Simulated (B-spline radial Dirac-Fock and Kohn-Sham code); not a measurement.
## Scattering functions of Ir¹¹⁺

System: Ir¹¹⁺, [Kr] 4d10 4f14 5s2 5p4.

Input file task.json (cfg lists n, l and occupation; rrms is the nuclear radius in fm):

```json
{"items": [{
  "Z": 77,
  "q": 11,
  "cfg": [[1, 0, 2], [2, 0, 2], [2, 1, 6], [3, 0, 2], [3, 1, 6], [3, 2, 10], [4, 0, 2], [4, 1, 6], [4, 2, 10], [4, 3, 14], [5, 0, 2], [5, 1, 4]],
  "A": 193,
  "rrms": 5.4032,
  "do": ["scatter"],
  "s": [0.0, 0.05, 0.1, 0.15, 0.2, 0.25, 0.3, 0.35, 0.4, 0.45, 0.5, 0.6, 0.7, 0.8, 0.9, 1.0, 1.1, 1.2, 1.4, 1.6, 1.8, 2.0, 2.5, 3.0, 3.5, 4.0, 5.0, 6.0],
  "pz": [0, 0.1, 0.2, 0.3, 0.4, 0.5, 0.6, 0.8, 1.0, 1.2, 1.4, 1.6, 1.8, 2.0, 2.5, 3.0, 4.0, 5.0, 7.0, 10.0, 15.0, 20.0, 30.0, 40.0, 60.0, 100.0],
  "hv_scatter": [2000, 5000, 8047.8, 17479.3, 20000, 50000, 200000, 1000000]
}]}
```

Run with: `python xray_run.py task.json out`

Model: relativistic Hartree-Fock (Dirac-Fock) wave functions, averaged over the configuration. Program: a radial finite-basis atomic code. f₀ is the Fourier transform of the spherical electron density, S the Waller-Hartree incoherent function, and s = sin θ/λ.

| s (Å⁻¹) | f₀ | S |
| --- | --- | --- |
| 0 | 66.000 | 0.000 |
| 0.05 | 65.701 | 0.285 |
| 0.1 | 64.822 | 1.104 |
| 0.15 | 63.414 | 2.359 |
| 0.2 | 61.556 | 3.917 |
| 0.25 | 59.345 | 5.646 |
| 0.3 | 56.883 | 7.440 |
| 0.35 | 54.270 | 9.226 |
| 0.4 | 51.594 | 10.966 |
| 0.45 | 48.928 | 12.640 |
| 0.5 | 46.327 | 14.245 |
| 0.6 | 41.457 | 17.246 |
| 0.7 | 37.125 | 19.990 |
| 0.8 | 33.339 | 22.511 |
| 0.9 | 30.051 | 24.848 |
| 1 | 27.211 | 27.030 |
| 1.1 | 24.776 | 29.076 |
| 1.2 | 22.707 | 31.004 |
| 1.4 | 19.513 | 34.566 |
| 1.6 | 17.287 | 37.797 |
| 1.8 | 15.682 | 40.688 |
| 2 | 14.414 | 43.208 |
| 2.5 | 11.733 | 47.992 |
| 3 | 9.345 | 51.255 |
| 3.5 | 7.464 | 53.672 |
| 4 | 6.188 | 55.573 |
| 5 | 4.860 | 58.370 |
| 6 | 4.110 | 60.289 |

f₀ starts at the number of electrons, 66, and has fallen to half at s ≈ 0.81 Å⁻¹. The sum of ⟨r²⟩ over the electrons is 16.32 bohr².

Values without a named source are computed, but for edge energies of neutral atoms, which are taken from tables.
